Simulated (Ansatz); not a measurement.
The cluster AgSn₂⁻. Charge -1, multiplicity 1. Geometry PBE-D4/def2-TZVP, that of the neutral doublet.

Cartesian coordinates in Å:
```
Ag -0.765 1.077 0.895
Sn -0.587 -1.507 -0.110
Sn 1.351 0.430 -0.785
```

In the def2 sets Ag, Sn take a core potential; there is no spin–orbit coupling. At PBE-D4/def2-TZVPD, r2SCAN-D4/def2-TZVPD the highest occupied level of the charge -1 singlet lies above zero (up to 0.22 eV). By energy differences its removal costs 1.86 eV (vertical, to the charge 0 doublet, at PBE-D4/def2-TZVPD); a positive level beside a positive removal energy at the same level points to self-interaction error. The structure comes from a short search, and lower isomers may exist.

Estimate the orbital energies around the gap (eV) in Ansatz with PBE-D4/def2-TZVPD, r2SCAN-D4/def2-TZVPD, PBE0-D4/def2-TZVPD.


```tsv
orbital	PBE-D4/def2-TZVPD	r2SCAN-D4/def2-TZVPD	PBE0-D4/def2-TZVPD
HOMO−5	-3.46	-3.77	-5.29
HOMO−4	-3.44	-3.74	-5.23
HOMO−3	-3.43	-3.68	-4.80
HOMO−2	-1.33	-1.44	-1.87
HOMO−1	0.10	-0.03	-0.59
HOMO	0.22	0.08	-0.37
LUMO	1.31	1.38	1.88
LUMO+1	1.31	1.43	1.89
LUMO+2	1.89	1.95	2.43
LUMO+3	2.75	3.24	3.15
LUMO+4	3.28	3.52	3.72
LUMO+5	3.29	3.81	3.79
```
